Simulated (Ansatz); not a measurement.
A nudged elastic band was laid between two geometries of BCl$_{2}$H$_{4}$N (8 atoms, charge 0, multiplicity 1).

The calculation used Ansatz, RKS B3LYP-D4/def2-SVP.

| Quantity | Value |
| --- | --- |
| movable images | 5 |
| climbing image | yes |
| spring | 5.0 eV/Å² |
| optimiser | quadratic models (default) |
| start path | through a guess of the saddle point |
| force threshold | 0.05 eV/Å |
| iteration limit | 60 |
| end points | relaxed |

First end point:

```xyz
8
Properties=species:S:1:pos:R:3
B 0.067 0.200 0.281
Cl 0.190 -0.811 1.826
Cl 1.402 -0.127 -0.956
H -1.041 0.197 -0.202
N 0.359 1.723 0.783
H 1.305 1.779 1.175
H 0.297 2.383 0.001
H -0.306 1.999 1.511
```

Last end point:

```xyz
8
Properties=species:S:1:pos:R:3
B 0.195 0.672 -0.464
Cl -0.244 -0.228 3.024
Cl 1.508 -0.394 -0.982
H -0.929 0.448 -0.819
N 0.477 1.762 0.370
H 1.423 2.032 0.620
H -0.228 2.454 0.602
H 0.072 0.596 2.068
```

Problem. Which bonds break or form, and what moves?

Solution. Bonds broken: B1–Cl2, N5–H8. Bonds formed: Cl2–H8. BCl2H4N becomes BClH3N + ClH.

Problem. What energy profile does the band end with?

Solution. It converged. The highest image is number 4 of 0 to 6, 1.25 eV above the first end and 0.71 eV above the last; the last end lies 0.54 eV above the first. A vibrational analysis at the climbing image gives one clearly imaginary mode, 1064i cm⁻¹: a first-order saddle point. The orbitals stay closed-shell, which can raise the energy where a bond breaks towards radicals; this wasn't checked here.

```json
{"image": "0", "path coordinate (Å)": "0.00", "energy (eV)": "0.00", "B1–Cl2 (Å)": "1.85", "N5–H8 (Å)": "1.02", "Cl2–H8 (Å)": "2.87"}
{"image": "1", "path coordinate (Å)": "0.58", "energy (eV)": "0.02", "B1–Cl2 (Å)": "1.85", "N5–H8 (Å)": "1.02", "Cl2–H8 (Å)": "2.69"}
{"image": "2", "path coordinate (Å)": "1.15", "energy (eV)": "0.06", "B1–Cl2 (Å)": "1.86", "N5–H8 (Å)": "1.02", "Cl2–H8 (Å)": "2.54"}
{"image": "3", "path coordinate (Å)": "1.73", "energy (eV)": "0.44", "B1–Cl2 (Å)": "2.03", "N5–H8 (Å)": "1.05", "Cl2–H8 (Å)": "1.98"}
{"image": "4", "path coordinate (Å)": "2.30", "energy (eV)": "1.25", "B1–Cl2 (Å)": "2.53", "N5–H8 (Å)": "1.30", "Cl2–H8 (Å)": "1.56"}
{"image": "5", "path coordinate (Å)": "2.93", "energy (eV)": "0.64", "B1–Cl2 (Å)": "3.08", "N5–H8 (Å)": "1.89", "Cl2–H8 (Å)": "1.32"}
{"image": "6", "path coordinate (Å)": "3.55", "energy (eV)": "0.54", "B1–Cl2 (Å)": "3.63", "N5–H8 (Å)": "2.10", "Cl2–H8 (Å)": "1.30"}
```

Problem. What is the geometry of the highest image?

Solution. 
```xyz
8
Properties=species:S:1:pos:R:3
B 0.136 0.460 -0.086
Cl -0.226 -0.341 2.282
Cl 1.506 -0.414 -0.766
H -0.971 0.286 -0.498
N 0.444 1.735 0.649
H 1.408 2.065 0.599
H -0.219 2.498 0.517
H 0.197 1.055 1.723
```

Problem. What are the harmonic wavenumbers there?

Solution. 1064i, 126, 315, 327, 385, 501, 723, 782, 882, 945, 1065, 1204, 1270, 1435, 1571, 2710, 3505, 3605 cm⁻¹.

Run time: 2.5 min on 2 threads of AMD EPYC 7R43 64-Core Processor (Zen 3), on a shared host, peak memory 0.17 GiB.
